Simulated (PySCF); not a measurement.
C3H4BrCl, SMILES C(/Cl)(=C/C)Br.

Geometry optimised at TPSSh-D3(BJ)/def2-SVP.

Computed with B3LYP/def2-TZVP (PySCF).

Symmetry labels are those of the subgroup Cs that the program uses (full group Cs).

Computed valence orbital energies around the gap with their symmetry:
| orbital | symmetry | energy (eV) |
|---|---|---|
| HOMO−7 | A" | -11.90 |
| HOMO−6 | A' | -10.89 |
| HOMO−5 | A" | -10.58 |
| HOMO−4 | A' | -10.43 |
| HOMO−3 | A' | -9.12 |
| HOMO−2 | A" | -8.63 |
| HOMO−1 | A' | -8.11 |
| HOMO | A" | -6.90 |
| LUMO | A' | -0.70 |
| LUMO+1 | A" | -0.59 |
| LUMO+2 | A' | 0.55 |
| LUMO+3 | A' | 1.40 |
